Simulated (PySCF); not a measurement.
InI: energy against distance

Set-up: basis In x2c-TZVPPall, I x2c-TZVPPall; spin-free X2C with a Gaussian nucleus; PySCF 2.14. Energies in eV from In + I in their ground configurations at the same level. State: ¹Σ⁺ (singlet), closed shell.

```
R (Å)    PW91     PBE
2.389  -2.926  -2.885
2.500  -3.400  -3.362
2.611  -3.660  -3.625
2.695  -3.755  -3.722
2.778  -3.787  -3.755
2.861  -3.772  -3.742
2.973  -3.698  -3.671
3.111  -3.550  -3.525
3.278  -3.326  -3.303
3.500  -2.997  -2.976
```

Put a parabola through the three lowest points of the PW91 curve and estimate Re, k and ωe (reduced mass 60.3 u; 1 eV/Å² = 0.16022 mdyn/Å; ωe = 1302.8·√(k/μ) cm⁻¹).

Through R = 2.695, 2.778, 2.861 Å the second-order coefficient is 3.41 eV/Å², so Re ≈ 2.793 Å, k ≈ 1.09 mdyn/Å and ωe ≈ 175 cm⁻¹. A polynomial fit of higher order to the unrounded PW91 energies gives Re = 2.789 Å, k = 1.04 mdyn/Å, ωe = 171 cm⁻¹; anharmonicity and rounding make the difference.

The higher-order fit for each curve: PW91: Re = 2.789 Å, ωe = 171 cm⁻¹, De = 3.79 eV; PBE: Re = 2.792 Å, ωe = 170 cm⁻¹, De = 3.76 eV.

These are scalar-relativistic numbers at best; spin–orbit coupling would shift them, the dissociation energy most.
